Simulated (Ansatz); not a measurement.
F3Lu, charge -1, doublet, geometry from GFN2-xTB (such geometries of metal compounds can be far from the true shape) (the multiplicity is a formal guess) (core potentials on Lu) (a gas-phase anion, which may not be bound at this level); B3LYP/def2-SVP (Ansatz, a quantum-chemistry and plane-wave program).

Ansatz was given this input:
Ansatz 0.2 input:
```yaml
crystal:
  periodic: [false, false, false]
  atoms:
    - {symbol: Lu, position_ang: [0.00000000, -0.00000000, -0.00000000]}
    - {symbol: F, position_ang: [-1.64100110, -1.00106838, 0.04768510]}
    - {symbol: F, position_ang: [0.01279139, 1.79257428, -0.69556466]}
    - {symbol: F, position_ang: [1.62820971, -0.79150590, 0.64787956]}
basis:
  gaussian:
    orbitals: def2-SVP
hamiltonian:
  xc: b3lyp
total_charge: -1
magnetization: {spin_polarized: false, initial_magnetization: 1}
```

Task: Predict the main parts of the log of this Ansatz run.

Result: 
```
Functional definition: B3LYP
966 factors; integrals over basis functions are off by at most 1.6e-3 eV
mean field evaluation 1: about -41790.9371 eV, gradient 3.7e1 eV
mean field evaluation 2: about -41790.9687 eV, gradient 3.7e1 eV
mean field evaluation 4: about -41791.8424 eV, gradient 2.0e0 eV
mean field evaluation 8: about -41791.8481 eV, gradient 8.2e-2 eV
mean field evaluation 16: about -41791.8481 eV, gradient 2.1e-5 eV
mean field evaluation 32: about -41712.6185 eV, gradient 9.0e1 eV
mean field -41791.84807124 eV, -1535.8220890861 hartree, gradient 2.1e-5 eV, S^2 0.750000; 0 other end points of the search recorded, 0 dependent functions left out
reference -41791.84829210 eV, -1535.8220972023 hartree; 36, 35 occupied and 87, 88 virtual orbitals, 966 factors
Total energy: -41791.84829210 eV, -1535.8220972023 hartree
```
